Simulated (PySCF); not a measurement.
Which determinant of CdSi⁺ lies lowest?

Unrestricted PBE0; Cd def2-SVP with ECP28, Si def2-SVP; scalar-relativistic core potentials (PySCF 2.14). Outer shells of the fragments: Cd 4d10 5s2; Si+ 3s2 3p1.

Followed along the bond (rough minima from three points):

| 2Ms+1 | unpaired | ⟨S²⟩ at the start | R at minimum (Å) | Te (eV) |
| --- | --- | --- | --- | --- |
| 2 | π ↑ | 0.76 | 2.69 | 0.00 |
| 2 | σ ↑ | 0.76 | none in the scan | ≤ 1.21 |
| 4 | σ ↑, π ↑↑ | 3.76 | none in the scan | ≤ 1.71 |

Solutions found at the starting distance of 2.615 Å, counted from the lowest of them; the search is not exhaustive and high or unbound solutions are not listed, so other states can lie among these:

```tsv
2Ms+1	unpaired	term	E (eV)	⟨S²⟩	⟨Lz²⟩	μ (D)
2	π ↑	²Π	0.00	0.76	1.01	1.85
2	σ ↑	²Σ⁺	1.39	0.76	0.00	5.55
4	σ ↑, π ↑↑	⁴Σ⁻	1.72	3.76	0.00	-0.38
4	σ ↑↑, π ↑	⁴Π	2.15	3.75	1.01	3.28
2	σ ↓, π ↑↑	mixed	2.20	1.77	0.00	-0.50
2	σ ↑, π ↑↓	mixed	2.26	1.77	2.02	-0.37
2	σ ↑	mixed	3.16	0.76	2.00	-0.01
4	σ ↑, π ↑↑	mixed	5.43	3.76	2.01	5.08
2	π ↑	²Π	6.51	0.88	1.01	-1.97
```

A term symbol is given only where ⟨S²⟩ and ⟨Lz²⟩ are close to those of a pure state; real π, δ and φ orbitals otherwise mix terms. A positive dipole points towards Si; it is taken about the centre of mass and depends on that origin.

Spin–orbit coupling is left out. Counting both spins, an empty level lies below a filled one in some of these solutions, because spin and occupation are held.
